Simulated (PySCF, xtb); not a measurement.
Zn(SH)(GeH3) (GeH₄SZn), SMILES [SH][Zn][GeH3].

GFN2-xTB in xtb at its own geometry gives an orbital gap of 3.81 eV and a dipole moment of 2.81 D.

Geometry: PBE-D3(BJ)/def2-SVP. Other conformers were not sampled.

**Question.** What does PBE/def2-TZVPD (PySCF) give? (The exact figures need the calculation; the answer reports its results.)

**Answer.** gap 4.25 eV (levels -6.14 and -1.89 eV), dipole 1.13 D.
